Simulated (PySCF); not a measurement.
**Cr¹¹⁺: ionisation energy**

Cr¹¹⁺ [Ne] 3s2 3p1 [3p1/2^1, M_J = 1/2] → Cr¹²⁺ [Ne] 3s2, as a difference of total energies. Computed with PySCF 2.14 in an uncontracted even-tempered set (19 s from 0.76 bohr⁻², ratio 2.4; 13 p from 0.98 bohr⁻², ratio 2.4; 5 d from 4.2 bohr⁻², ratio 2.6; 4 f from 6.3 bohr⁻², ratio 2.6), with the two-component X2C-1e Hamiltonian. Correlated levels: 1s2 frozen; the 50 highest virtual spinors dropped. "Screened" scales the spin-orbit matrix elements by Boettger's factors to mimic the two-electron term; Breit and QED terms are absent.

```json
{"method": "GHF (spin-free)", "ionisation energy (eV)": "296.24"}
{"method": "GMP2 (spin-free)", "ionisation energy (eV)": "296.66"}
{"method": "GHF (screened spin-orbit)", "ionisation energy (eV)": "297.28"}
{"method": "GMP2 (screened spin-orbit)", "ionisation energy (eV)": "297.73"}
```

Task: How much does correlation contribute at GMP2 (screened spin-orbit)?

Result: 297.73 − (297.28) = 0.45 eV, measured against GHF (screened spin-orbit).

For comparison: 296.7 ± 0.6 eV (semi-empirical (NIST evaluation); NIST Atomic Spectra Database, ionization energies).
